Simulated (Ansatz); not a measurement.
Name a neutral molecule of Cl, S, Si and H with HOMO–LUMO gap (PBE/def2-TZVPP) between 5.30 and 5.60 eV and size of the dipole moment (B3LYP/def2-TZVPP) between 1.25 and 1.55 D (Ansatz, PBE0-D4/def2-TZVP geometry).

`Cl[SiH2]S[Si](Cl)(Cl)Cl` (5.37 eV, 1.32 D). Other molecules can fit too; these were computed, each in one conformer that needn't be the lowest.

B3LYP here is the variant with VWN-RPA as its local correlation; programs differ in this.
